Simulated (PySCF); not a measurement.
**Working out the excitation energy of Kr⁺**

Kr⁺ [Ar] 3d10 4s2 4p5 (2P) → Kr⁺ [Ar] 3d10 4s2 4p4 4d1 (high-spin determinant). Calculation: PySCF 2.14, in aug-cc-pVDZ-DK (6s5p3d, 36 functions); scalar relativity by spin-free X2C-1e. Frozen: [Ar] 3d10. Energies in hartree (1 hartree = 27.21139 eV):

```tsv
part	Kr⁺ (lower)	Kr⁺ (upper)
UHF	-2787.570266	-2786.990055
CCSD correlation	-0.112092	-0.092197
(T)	-0.001354	-0.004570
```

Task: What does Hartree-Fock give?

Result: (-2786.990055) − (-2787.570266) = 0.580211 hartree = 15.788 eV.

Task: What do CCSD and CCSD(T) give?

Result: The CCSD correlation energies differ by 0.019895 hartree = 0.541 eV and the triples by -0.003216 hartree = -0.088 eV, so CCSD gives 16.329 eV and CCSD(T) 16.241 eV.

One determinant mixes LS terms, so it does not stand for a single term.

A double-zeta basis recovers only part of the correlation energy.

The coupled-cluster amplitudes are large, so a single reference is strained.
